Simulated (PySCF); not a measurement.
PySCF input file for MgO, SMILES [O]=[Mg], PBE/pcJ-2. Geometry optimised at r2SCAN-D4/def2-TZVPD.

```python
import numpy as np
from pyscf import gto, scf, dft
from pyscf.prop.ssc import rks as ssc

mol = gto.M(
    atom='''
    Mg    0.00000000    0.00000000   -0.69521508
    O     0.00000000    0.00000000    1.04282262
    ''',
    basis='pcJ-2',
    charge=0,
    spin=0,
    max_memory=1600,
    verbose=3,
)
mf = dft.RKS(mol, xc='pbe')
mf.grids.level = 3
mf.conv_tol = 1e-10
mf.max_cycle = 100
mf.kernel()
j = ssc.SSC(mf)
j.with_fcsd = True
j.max_cycle_cphf = 80
j.conv_tol = 1e-7
e11 = j.kernel()
```

Program output:

```
converged SCF energy = -275.01652544664
Reduced spin-spin coupling constant K (Hz)
               #0        #1
        0 Mg   0.00000
        1 O   95.39483   0.00000
Spin-spin coupling constant J (Hz)
               #0        #1
        0 Mg   0.00000
        1 O   24.72699   0.00000
```

Self-consistency was reached.

Cost: very roughly 5 core-seconds.
